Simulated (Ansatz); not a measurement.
C3H9GaS3 (`C[S][Ga]([S]C)[S]C`). Total charge 0; spin multiplicity 1.

Cartesian coordinates in Å:
```
C 2.729 0.117 1.457
S 1.157 1.030 1.549
Ga 0.000 -0.002 0.001
S -2.059 0.619 -0.423
C -2.252 1.981 0.769
S 0.901 -1.653 -1.123
C -0.477 -2.097 -2.226
H 3.186 0.217 0.473
H 3.390 0.561 2.201
H 2.588 -0.937 1.692
H -1.538 2.780 0.575
H -2.140 1.628 1.793
H -3.261 2.369 0.637
H -0.128 -2.926 -2.842
H -1.349 -2.421 -1.659
H -0.748 -1.265 -2.875
```

Question: List the harmonic frequencies (cm⁻¹, unscaled) at PBE0-D4/def2-TZVP in Ansatz. (An estimate is asked.)

Answer: Computed: 50, 62, 62, 73, 73, 85, 102, 103, 143, 153, 213, 214, 354, 441, 441, 723, 723, 724, 970, 970, 971, 981, 983, 983, 1348, 1352, 1352, 1469, 1469, 1471, 1473, 1473, 1473, 3070, 3070, 3070, 3162, 3162, 3162, 3164, 3165, 3165.

Question: Is this a minimum?

Answer: Yes, all 42 modes are real.

Question: Give the ideal-gas thermochemistry at 298.15 K and 1 bar (rigid rotor, harmonic oscillator; point group C3h, symmetry number 3).

Answer: Zero-point energy 309.1 kJ/mol; H(298) − E = 345.6 kJ/mol; entropy 487.4 J/(mol·K), of which translation 175.6, rotation 118.8, vibration 193.0; G(298) − E = 200.3 kJ/mol. Modes under 100 cm⁻¹ are hindered rotations or soft bends, so the harmonic entropy is rough.
